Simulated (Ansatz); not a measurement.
Correlation energies of C2H3IS, SMILES `C=C(S)I` by basis set

```xyz
7

C    -0.696   -0.319   -0.582
C     0.320   -0.251    0.267
S     1.092    1.174    0.914
I     1.215   -1.988    1.011
H    -1.157    0.585   -0.965
H    -1.092   -1.269   -0.915
H     0.318    2.068    0.270
```

Total charge 0; spin multiplicity 1. Correlated methods include outer-core shells of I, which these sets cover unevenly. I: def2 effective core potential. All single points use the PBE0-D4/def2-TZVP geometry. It is one conformer, not always the lowest. Frozen core, restricted reference, the Gaussian-basis code of Ansatz.

| basis | HF (Eh) | MP2 corr. | CCSD corr. | (T) | CCSD(T) total |
| --- | --- | --- | --- | --- | --- |
| def2-SVP | -771.43808 | -0.52050 | -0.55802 | -0.02002 | -772.01612 |
| def2-TZVPP | -771.67730 | -1.00141 | -0.99793 | -0.03805 | -772.71328 |
| def2-QZVPP | -771.69336 | -1.20840 | – | – | – |
